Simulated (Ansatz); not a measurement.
```yaml
crystal:
  periodic: [false, false, false]
  atoms:
    - {symbol: Zr, position_ang: [-0.109742, 0.032975, -0.743842]}
    - {symbol: N, position_ang: [-0.180144, 0.047821, 1.051212]}
    - {symbol: H, position_ang: [0.927642, -0.144021, 1.681969]}
    - {symbol: H, position_ang: [-0.707765, 0.321030, 1.878923]}
    - {symbol: F, position_ang: [1.922500, -0.012585, -1.261571]}
    - {symbol: F, position_ang: [-1.045460, 1.575025, -1.114665]}
    - {symbol: F, position_ang: [-1.058944, -1.370498, -1.337804]}
basis:
  gaussian: {orbitals: def2-mTZVPP}
total_charge: 1
magnetization: {spin_polarized: true, initial_magnetization: 1}
hamiltonian: {xc: {name: HF}}
correlation: {method: ccsd_t, electrons: all}
```

```sh
$ ansatz run in.yaml --threads 2 --pin off --events-out ev --progress --plain --max-ram 32768MiB --backend cuda --devices 0, --max-vram 18GiB
```

It prints (some lines left out):

```
Functional definition: HF
1328 factors; integrals over basis functions are off by at most 1.0e-3 eV
mean field evaluation 1: about -10885.6526 eV, gradient 5.8e1 eV
mean field evaluation 2: about -10885.6912 eV, gradient 5.8e1 eV
mean field evaluation 4: about -10896.1595 eV, gradient 3.1e0 eV
mean field evaluation 8: about -10896.2513 eV, gradient 3.5e-1 eV
mean field evaluation 16: about -10896.2555 eV, gradient 1.7e-6 eV
mean field evaluation 32: about -10896.2514 eV, gradient 3.6e-1 eV
mean field evaluation 64: about -10894.7760 eV, gradient 2.7e-4 eV
mean field evaluation 96: about -10894.1786 eV, gradient 6.5e-1 eV
mean field -10896.25552809 eV, -400.4300049100 hartree, gradient 1.6e-6 eV, S^2 0.765550; 1 other end points of the search recorded, 0 dependent functions left out
determinant -10896.25552809 eV, -400.4300049100 hartree, with singles and doubles -10927.17000126 eV, -401.5660908445 hartree
determinant -10894.77602210 eV, -400.3756340678 hartree, with singles and doubles -10925.14718383 eV, -401.4917536750 hartree
reference -10896.25552809 eV, -400.4300049100 hartree; 24, 23 occupied and 115, 116 virtual orbitals, 1328 factors
second order -30.99856115 eV of doubles, -0.00000000 eV of singles
cycle   1  -30.95519486 eV  change    -2.0e0 eV  update   3.1e-2
cycle   2  -31.01005489 eV  change   -5.5e-2 eV  update   8.5e-3
cycle   3  -31.00716589 eV  change    2.9e-3 eV  update   5.9e-3
cycle   4  -31.01487272 eV  change   -7.7e-3 eV  update   2.5e-3
cycle   5  -31.01469799 eV  change    1.7e-4 eV  update   1.7e-3
cycle   6  -31.01564890 eV  change   -9.5e-4 eV  update   8.4e-4
cycle   7  -31.01622322 eV  change   -5.7e-4 eV  update   4.5e-4
cycle   8  -31.01618678 eV  change    3.6e-5 eV  update   1.8e-4
cycle   9  -31.01616480 eV  change    2.2e-5 eV  update   1.1e-4
cycle  10  -31.01611912 eV  change    4.6e-5 eV  update   6.2e-5
cycle  11  -31.01611958 eV  change   -4.6e-7 eV  update   4.6e-5
perturbative correction -0.99285521 eV, -0.0364867561 hartree
Total energy: -10928.26450288 eV, -401.6063130370 hartree
```

Hardware: 2 threads of AMD EPYC 7R13 on a shared host and a share (18 GiB) of an NVIDIA H100 80GB HBM3. Wall time 9 s, peak host memory 1.1 GiB.

In the def2 sets Zr takes a core potential; there is no spin–orbit coupling. Correlated methods freeze no core orbitals; core or outer-core shells of Zr are correlated, in sets that lack core-valence functions.
